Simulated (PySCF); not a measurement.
Nuclear quadrupole coupling in `OCc1ccccc1F`

Compound: C₇H₇FO.
Geometry (PBE0-D3(BJ)/def2-SVP, Å), atoms numbered from 1 in this order:
```
atom  x, y, z in Å
O1     2.6050   -1.0652   -0.4484
C2     1.9458    0.0149    0.1468
C3     0.4452   -0.0421   -0.0015
C4    -0.2178   -1.2318   -0.3095
C5    -1.6056   -1.2718   -0.4357
C6    -2.3549   -0.1116   -0.2497
C7    -1.7168    1.0885    0.0609
C8    -0.3346    1.1002    0.1804
F9     0.2821    2.2494    0.4803
H10    2.4475   -1.0195   -1.3979
H11    2.2059   -0.0150    1.2186
H12    2.3110    0.9907   -0.2258
H13    0.3859   -2.1314   -0.4495
H14   -2.1031   -2.2135   -0.6777
H15   -3.4427   -0.1352   -0.3468
H16   -2.2712    2.0167    0.2113
```

Field gradients from the PBE0/pcSseg-1 density (PySCF, non-relativistic), principal values in atomic units, ordered |Vxx| ≤ |Vyy| ≤ |Vzz|:

```tsv
atom	Vxx	Vyy	Vzz
O1	0.0848	1.8710	-1.9558
```

**Question.** Find the asymmetry η = (Vxx − Vyy)/Vzz and the couplings χ = eQV/h (234.96 MHz × Q in barn × V in au), with Q(17O) = −0.0256 b.

**Answer.** 
```json
{"atom": "O1", "environment": "alcohol oxygen", "nucleus": "17O", "η": "0.91", "χzz (MHz)": "11.76", "χxx (MHz)": "-0.51", "χyy (MHz)": "-11.25"}
```

At O1 η is above 0.9: Vyy and Vzz are nearly equal in size and opposite in sign, so a small change could swap them and flip the sign of χzz. 

**Question.** What is Vzz at O1 in SI units (1 au = 9.71736 × 10²¹ V/m²)?

**Answer.** -1.9558 au = -19.005 × 10²¹ V/m².

**Question.** And the gradient at the other heavy atoms, for which no coupling is worked out here?

**Answer.** 
```
atom                  environment  Vzz (au)     η
  C2       carbinol carbon (C–OH)     0.329  0.37
  C3  substituted aromatic carbon     0.255  0.26
  C4           aromatic CH carbon     0.318  0.11
  C5           aromatic CH carbon     0.287  0.16
  C6           aromatic CH carbon     0.310  0.16
  C7           aromatic CH carbon     0.245  0.27
  C8          aromatic C–F carbon    -0.453  0.77
  F9                aryl fluorine     2.907  0.13
```

**Question.** What couplings would deuterons (Q(2H) = 0.00286 b) have in place of the hydrogens, at this geometry?

**Answer.** 
```csv
atom,bonded to,bond length (Å),Vzz (au),η,χzz (kHz)
H10,O1,0.964,0.4639,0.14,312
H11,C2,1.103,0.2764,0.07,186
H12,C2,1.106,0.2697,0.06,181
H13,C4,1.092,0.3000,0.04,202
H14,C5,1.092,0.3050,0.07,205
H15,C6,1.092,0.3041,0.07,204
H16,C7,1.092,0.3056,0.07,205
```

Isolated species at its PBE0-D3(BJ)/def2-SVP geometry (one conformer only). The basis is small and wasn't made for field gradients, so the couplings can be 20 % off.
